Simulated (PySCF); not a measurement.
FGeH₅SSi, SMILES F[SiH2][S][GeH3].

The structure is a stationary point at ωB97X-D3(BJ)/def2-SVP. This is a generated structure with no PubChem entry under its InChIKey; it may be hypothetical. The values are those of a single conformer.

Method: PySCF with TDA-PBE0/def2-SVPD.

Vertical excitations. The molecule is in vacuum.

```json
[
 {"state": "S1", "energy (eV)": "5.72", "λ (nm)": "217", "f": "0.013", "main pairs": "HOMO→LUMO 96 %"},
 {"state": "S2", "energy (eV)": "6.35", "λ (nm)": "195", "f": "0.011", "main pairs": "HOMO→LUMO+1 97 %"},
 {"state": "S3", "energy (eV)": "6.48", "λ (nm)": "191", "f": "0.011", "main pairs": "HOMO→LUMO+2 93 %"},
 {"state": "S4", "energy (eV)": "7.11", "λ (nm)": "174", "f": "0.012", "main pairs": "HOMO→LUMO+3 85 %"},
 {"state": "S5", "energy (eV)": "7.27", "λ (nm)": "171", "f": "0.026", "main pairs": "HOMO−1→LUMO 69 %, HOMO→LUMO+4 15 %"},
 {"state": "S6", "energy (eV)": "7.43", "λ (nm)": "167", "f": "0.034", "main pairs": "HOMO→LUMO+4 67 %, HOMO−1→LUMO 11 %, HOMO−2→LUMO 11 %"},
 {"state": "S7", "energy (eV)": "7.70", "λ (nm)": "161", "f": "0.032", "main pairs": "HOMO→LUMO+5 26 %, HOMO−1→LUMO+2 20 %, HOMO−2→LUMO 18 %, HOMO−1→LUMO+1 17 %"},
 {"state": "S8", "energy (eV)": "7.73", "λ (nm)": "160", "f": "0.090", "main pairs": "HOMO→LUMO+5 50 %, HOMO−2→LUMO 35 %"},
 {"state": "S9", "energy (eV)": "7.83", "λ (nm)": "158", "f": "0.012", "main pairs": "HOMO→LUMO+6 50 %, HOMO−1→LUMO+1 39 %"},
 {"state": "S10", "energy (eV)": "7.90", "λ (nm)": "157", "f": "0.026", "main pairs": "HOMO→LUMO+6 35 %, HOMO−1→LUMO+1 33 %, HOMO→LUMO+5 9 %, HOMO−2→LUMO 7 %"},
 {"state": "T1", "energy (eV)": "5.29", "λ (nm)": "234", "f": "0", "main pairs": "HOMO→LUMO 95 %"},
 {"state": "T2", "energy (eV)": "6.02", "λ (nm)": "206", "f": "0", "main pairs": "HOMO→LUMO+1 72 %, HOMO→LUMO+2 23 %"},
 {"state": "T3", "energy (eV)": "6.10", "λ (nm)": "203", "f": "0", "main pairs": "HOMO→LUMO+2 66 %, HOMO→LUMO+1 20 %"},
 {"state": "T4", "energy (eV)": "6.61", "λ (nm)": "188", "f": "0", "main pairs": "HOMO−1→LUMO 79 %"}
]
```
Triplets are in the Tamm–Dancoff approximation.
